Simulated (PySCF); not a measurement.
dibromo(fluoro)methane (CHBr2F), SMILES FC(Br)Br.

Coordinates come from a PBE0-D3(BJ)/def2-SVP optimisation.

These are r2SCAN/def2-TZVPD run with PySCF values and carry that method's errors.

Computed frontier levels, gap, dipole moment and polarisability:
| Property | Result |
|---|---|
| highest occupied level | -7.43 eV |
| lowest empty level | -2.21 eV |
| orbital gap | 5.21 eV |
| dipole moment | 1.11 D |
| quadrupole, principal values (traceless, Buckingham form, about the centre of nuclear charge) | -3.14, 0.10, 3.05 D·Å |
| mean static polarisability | 59.5 bohr³ (8.82 Å³) |
| polarisability, principal values | 48.0, 53.9, 76.6 bohr³ |
